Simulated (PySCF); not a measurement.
A PySCF script (with the pyscf-properties extension) for the NMR shieldings of `FC([C@@H](C)O[SiH2]C[SiH3])F`, C$_{4}$H$_{12}$F$_{2}$OSi$_{2}$, on a GFN2-xTB geometry:

```python
import basis_set_exchange as bse
import numpy as np
from pyscf import gto, dft
from pyscf.prop import nmr

atoms = """
C    -2.591376   -0.418485   -1.596367
C    -1.838577   -0.341764   -0.272367
O    -0.520182    0.022535   -0.511610
Si    0.782591   -0.162569    0.456559
C     2.199853    0.230536   -0.724637
Si    3.903289   -0.026393    0.057978
C    -2.486278    0.698808    0.646703
F    -3.821096    0.498198    0.752827
F    -1.996746    0.597825    1.905275
H    -2.111543   -1.152811   -2.236888
H    -2.560002    0.549192   -2.091281
H    -3.625331   -0.706145   -1.429530
H    -1.877175   -1.308930    0.248293
H     0.819222   -1.541970    0.952832
H     0.738515    0.756870    1.593556
H     2.114562    1.262203   -1.064436
H     2.117877   -0.388236   -1.617772
H     4.941353    0.310860   -0.921767
H     4.051869    0.834564    1.230942
H     4.065212   -1.423899    0.460050
H    -2.314958    1.726552    0.295911
"""
names = dict.fromkeys(["C", "O", "Si", "F", "H"], "pcSseg-1")
basis = {el: gto.basis.parse(bse.get_basis(n, elements=[el], fmt="nwchem")) for el, n in names.items()}
mol = gto.M(atom=atoms, basis=basis, charge=0, verbose=0)
mf = dft.RKS(mol, xc="PBE0")
mf.grids.level = 2
mf.grids.alignment = dft.numint.BLKSIZE   # the property module wants whole blocks of grid points
mf.conv_tol = 1e-9
mf.kernel()

calc = nmr.RKS(mf)   # GIAO
C = mf.mo_coeff
Co = C[:, mf.mo_occ > 0]
resp = mf.gen_response(singlet=True, hermi=2)
def vind(x):   # induced exchange potential for any number of trial vectors
    d = np.einsum("pi,xij,qj->xpq", C, 2 * x.reshape(-1, C.shape[1], Co.shape[1]), Co, optimize=True)
    return np.einsum("xpq,pi,qj->xij", resp(d - d.transpose(0, 2, 1)), C, Co, optimize=True).ravel()
mo1, _ = nmr.rhf.solve_mo1(calc, with_cphf=vind)
sigma = calc.kernel(mo1)
for i, s in enumerate(sigma):   # ppm
    w = np.linalg.eigvalsh((s + s.T) / 2)
    print("%2d %-2s iso %8.1f  s11 %8.1f  s22 %8.1f  s33 %8.1f" % (i, mol.atom_pure_symbol(i), w.mean(), *w))
```

**Question.** What are the results?

**Answer.** 
```
 0 C  iso    166.4  s11    147.6  s22    165.3  s33    186.3
 1 C  iso    111.6  s11     90.3  s22    104.8  s33    139.8
 2 O  iso    292.3  s11    268.4  s22    297.1  s33    311.5
 3 Si iso    362.0  s11    304.4  s22    356.1  s33    425.4
 4 C  iso    193.2  s11    185.2  s22    195.8  s33    198.7
 5 Si iso    430.9  s11    407.4  s22    414.1  s33    471.4
 6 C  iso     61.0  s11     44.8  s22     67.3  s33     70.9
 7 F  iso    317.4  s11    214.5  s22    340.1  s33    397.5
 8 F  iso    309.8  s11    225.5  s22    335.3  s33    368.7
 9 H  iso     30.3  s11     26.1  s22     28.6  s33     36.1
10 H  iso     30.5  s11     27.4  s22     28.4  s33     35.7
11 H  iso     30.4  s11     25.2  s22     28.9  s33     36.9
12 H  iso     27.9  s11     25.0  s22     27.8  s33     30.8
13 H  iso     26.8  s11     23.1  s22     26.4  s33     31.0
14 H  iso     26.6  s11     21.8  s22     27.7  s33     30.5
15 H  iso     31.4  s11     26.0  s22     30.1  s33     38.1
16 H  iso     31.5  s11     25.9  s22     30.2  s33     38.4
17 H  iso     27.7  s11     24.1  s22     25.4  s33     33.6
18 H  iso     28.0  s11     24.4  s22     26.4  s33     33.1
19 H  iso     27.9  s11     24.3  s22     26.4  s33     33.1
20 H  iso     26.0  s11     24.2  s22     26.0  s33     27.7
```

These numbers come from an equivalent density-fitted implementation of the same equations, which agrees with the script to about 0.01 ppm for H and up to a few tenths of a ppm for heavy atoms, so last digits may differ.

**Question.** Turn these shieldings into chemical shifts. Referencing at the same level of theory: ¹³C (σ = 186.93 ppm), ²⁹Si (σ = 349.16 ppm), ¹H (σ = 31.72 ppm) against TMS; ¹⁷O (σ = 336.08 ppm) vs H2O; CFCl3 for ¹⁹F (σ = 170.95 ppm).

**Answer.** Averaging equivalent atoms: C 6: 125.9; C 1: 75.3; C 0: 20.5; C 4: -6.3; O 2: 43.7; Si 3: -12.8; Si 5: -81.8; F 8: -138.9; F 7: -146.4; H 20: 5.74; H 14: 5.07; H 13: 4.89; H 12: 3.86; H 17/18/19: 3.85; H 9/10/11: 1.34; H 15: 0.32; H 16: 0.21 ppm. Unscaled 19F shifts against computed CFCl3 carry errors that often reach 10 to 50 ppm. Experimental scales use liquid or dissolved standards, which lie at an offset from isolated H2O (liquid H2O: subtract about 36 ppm).

Size and cost of the density-fitted run: 227 basis functions, 62 s wall time on 1 thread of an Arm Neoverse V2, shared host; peak memory 1.1 GiB.
